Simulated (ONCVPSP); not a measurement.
**Configuration tests for phosphorus (ONCV)**

- Element: P
- Generator: ONCVPSP 4.0.1
- Type: optimised norm-conserving Vanderbilt (ONCV)
- Functional: LDA (Perdew-Wang 92)
- Relativity: non-relativistic
- Frozen core: [Ne]
- Valence charge: 5
- Reference configuration: 3s2 3p3
- Partial waves: 3s: rc 1.78 bohr, ncon 4, nbas 7, qcut 4.6 1/bohr, 2 projectors, debl 1.1 Ha; 3p: rc 1.66 bohr, ncon 5, nbas 8, qcut 6.9 1/bohr, 2 projectors, debl 1.7 Ha
- Local potential: polynomial inside 1.46 bohr (lpopt 2, dvloc0 0 Ha)
- Core correction: none

Energies are relative to the spin-unpolarised reference configuration 3s2 3p3; without spin polarisation the order of configurations can differ from experiment.

```tsv
valence configuration	charge	ΔE all-electron (eV)	error AE − PS (meV)
3s2 3p2	+1	9.827	+3.0
3s2 3p2.5	+0.5	3.824	+0.4
```

(1) What are ΔE and the potential's error for 3s2 3p1?

(2) What are ΔE and the potential's error for 3s2 3p0?

## Answers

(1) ΔE = 29.083 eV all-electron; the error (AE − PS) is +29 meV.

(2) ΔE = 58.983 eV all-electron; the error (AE − PS) is +131 meV.
